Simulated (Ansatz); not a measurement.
The same ligand exchange along the group O, S, Se.

Isolated molecules relaxed with PBE0-D4/def2-TZVP in Ansatz; ΔE leaves out vibrations. CCSD(T)/CBS is the MP2 limit (def2-TZVPP, def2-QZVPP) plus CCSD(T) − MP2 in def2-TZVPP, frozen cores. This one scheme is used for every species. For As, Se outer-core shells are correlated without core-valence functions, which leaves a few kJ/mol of doubt a bond. Scalar relativity is left out up to krypton.

(1) Order these by ΔE at CCSD(T)/CBS, lowest first. (An estimate is asked.)
A. `CS[AsH2]` + `N[SiH3]` → `[SiH3]N[AsH2]` + CH₃SH
B. `C[Se][AsH2]` + `N[SiH3]` → `[SiH3]N[AsH2]` + `C[SeH]`
C. `CO[AsH2]` + `N[SiH3]` → `[SiH3]N[AsH2]` + CH₃OH

Largest T1 diagnostic: 0.012, for `CO[AsH2]`.

## Answers

(1) C (+5.5 kJ/mol), A (+46.6 kJ/mol), B (+65.2 kJ/mol).
